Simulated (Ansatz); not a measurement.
Computed with Ansatz on PBE0-D4/def2-TZVP structures; ΔE is electronic, products minus reactants. CCSD(T)/CBS is the MP2 limit (def2-TZVPP, def2-QZVPP) plus CCSD(T) − MP2 in def2-TZVPP, frozen cores. DFT in def2-TZVPP. For Br, Ga, Ge outer-core shells are correlated without core-valence functions, which leaves a few kJ/mol of doubt a bond. Scalar relativity is left out up to krypton. Each species was taken in one conformer, which may not be the lowest.

Consider the redistribution: `[SiH3][O][GeH]` + `[OH][Ga]([OH])[Br]` → `[OH][GeH]` + `[OH][Ga]([Br])[O][SiH3]`.

```tsv
level	ΔE (kJ/mol)
BLYP-D4	-5.3
MP2/CBS(def2)	-6.4
```

Q: What does CCSD(T)/CBS give? (Best estimate.)

A: Computed: -7.0 kJ/mol. The listed levels differ from it by 1.7, 0.6 kJ/mol.

Largest T1 diagnostic among the species: 0.016.

Leaving LDA and LC-ωPBE aside and taking each functional with its dispersion term where it has one, the values, not all of them listed here, spread over 2.3 kJ/mol, from r2SCANh-D4 to revPBE-D4.
